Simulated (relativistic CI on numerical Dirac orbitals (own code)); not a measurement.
How well does a small relativistic CI reproduce Se VI?

Calculated at this level of theory: Dirac-Coulomb-Breit CI, KLI orbitals optimised for each configuration, QED by a radiative potential, valence Slater integrals scaled by 0.85, P86 correlation estimate, and configurations built on the next ion tied to the tabulated ionisation energy (semi-empirical) (own radial code, finite nucleus).

Configurations in the expansion (outside the closed core [Ar]): 3d10 4s, 3d10 4p, 3d10 4d, 3d10 5s, 3d10 4f, 3d10 5p, 3d9 4s2, 3d10 5d, 3d10 6s, 3d10 6p, 3d10 5f, 3d9 4p2, 3d10 5g, 3d10 6d, 3d8 4s 4p2, 3d9 4s 4p, 3d10 6f, 3d9 4p 4d, 3d8 4s 4d2, 3d9 4s 4d, 3d9 4p 4f. Levels of other configurations are missing.

```
Configuration  Term (tabulated)    J  Measured (cm⁻¹)  Computed  Error  Purity (%)
      3d10 4s                2S  1/2              0.0         0      0         100
      3d10 4p               2P°  1/2         112762.0    118895   6133         100
      3d10 4p               2P°  3/2         118462.0    124336   5874         100
      3d10 4d                2D  3/2         282830.0    285885   3055         100
      3d10 4d                2D  5/2         283509.0    286532   3023         100
      3d10 5s                2S  1/2         333594.0    335315   1721         100
```

Measured levels from Moore, Atomic Energy Levels, vol. II, NSRDS-NBS 35 (1971 reprint of NBS Circular 467, 1952); pairs were made by configuration, J and term (by order where the table uses no LS term), so strongly mixed levels may be paired wrongly. The analysis dates from before 1960.

Mean error by configuration (cm⁻¹): 3d10 4p 6003; 3d10 4d 3039; 3d10 5s 1721. Over the excited levels the mean absolute error is 3961 cm⁻¹ (5 of the 5 excited levels that our extract of the source holds in range could be paired), and the median relative error of those above 1,000 cm⁻¹ is 1.1 %.
